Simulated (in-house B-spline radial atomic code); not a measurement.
Spin-orbit splittings of orbital energies (j = l + 1/2 less j = l - 1/2) and ratios of mean radii (lower j over upper j) along the 21-electron series, configuration [Ar] 3d3. Computed with a radial B-spline atomic code at the basis-set limit: Dirac-Hartree-Fock, average of the configuration, finite nuclei.

| ion | Z | splitting of 3p (eV) | radius ratio of 3p | splitting of 3d (eV) | radius ratio of 3d | splitting of 2p (eV) | radius ratio of 2p |
| --- | --- | --- | --- | --- | --- | --- | --- |
| V2+ | 23 | 0.89179 | 0.99243 | 0.0617 | 0.99734 | 7.2489 | 0.99021 |
| Cr3+ | 24 | 1.1376 | 0.9921 | 0.099307 | 0.99746 | 8.8066 | 0.98934 |
| Mn4+ | 25 | 1.4366 | 0.99173 | 0.14675 | 0.99745 | 10.606 | 0.98844 |
| Fe5+ | 26 | 1.7941 | 0.99131 | 0.20575 | 0.99738 | 12.673 | 0.98751 |
| Co6+ | 27 | 2.2166 | 0.99086 | 0.27808 | 0.99726 | 15.033 | 0.98653 |
| Ni7+ | 28 | 2.7108 | 0.99037 | 0.36561 | 0.99711 | 17.714 | 0.98552 |
| Cu8+ | 29 | 3.2841 | 0.98984 | 0.4703 | 0.99694 | 20.745 | 0.98447 |
| Zn9+ | 30 | 3.9443 | 0.98928 | 0.59421 | 0.99675 | 24.158 | 0.98338 |
| Ga10+ | 31 | 4.6997 | 0.98869 | 0.73948 | 0.99655 | 27.983 | 0.98225 |
| Ge11+ | 32 | 5.5591 | 0.98807 | 0.90838 | 0.99633 | 32.256 | 0.98108 |
| As12+ | 33 | 6.5317 | 0.98743 | 1.1033 | 0.9961 | 37.01 | 0.97987 |
| Se13+ | 34 | 7.6271 | 0.98675 | 1.3267 | 0.99585 | 42.283 | 0.97862 |
| Br14+ | 35 | 8.8557 | 0.98606 | 1.5811 | 0.9956 | 48.114 | 0.97734 |
| Kr15+ | 36 | 10.228 | 0.98533 | 1.8693 | 0.99533 | 54.543 | 0.97601 |
| Rb16+ | 37 | 11.755 | 0.98458 | 2.1941 | 0.99506 | 61.611 | 0.97464 |
| Sr17+ | 38 | 13.449 | 0.9838 | 2.5584 | 0.99477 | 69.363 | 0.97323 |
| Zr19+ | 40 | 17.386 | 0.98216 | 3.4177 | 0.99416 | 87.102 | 0.97029 |
| Nb20+ | 41 | 19.655 | 0.98131 | 3.9192 | 0.99384 | 97.186 | 0.96875 |
| Mo21+ | 42 | 22.143 | 0.98043 | 4.4731 | 0.99352 | 108.15 | 0.96717 |
| Tc22+ | 43 | 24.864 | 0.97952 | 5.0828 | 0.99318 | 120.04 | 0.96555 |
| Ru23+ | 44 | 27.833 | 0.97858 | 5.752 | 0.99283 | 132.93 | 0.96389 |
| Rh24+ | 45 | 31.067 | 0.97762 | 6.4845 | 0.99247 | 146.86 | 0.96218 |
| Pd25+ | 46 | 34.582 | 0.97663 | 7.2841 | 0.9921 | 161.89 | 0.96043 |
| Ag26+ | 47 | 38.395 | 0.97562 | 8.1547 | 0.99173 | 178.1 | 0.95863 |
| Cd27+ | 48 | 42.523 | 0.97458 | 9.1006 | 0.99134 | 195.54 | 0.95679 |
| In28+ | 49 | 46.985 | 0.97351 | 10.126 | 0.99094 | 214.28 | 0.9549 |

With what power of Z does the column «splitting of 3d (eV)» change over this range?

A fit of the logarithm of its size against log Z from Z = 23 to 49 has slope 6.41. An unscreened hydrogenic electron would give 4 at low Z; screening makes the apparent power larger near the neutral end, and relativity raises it again at high Z.
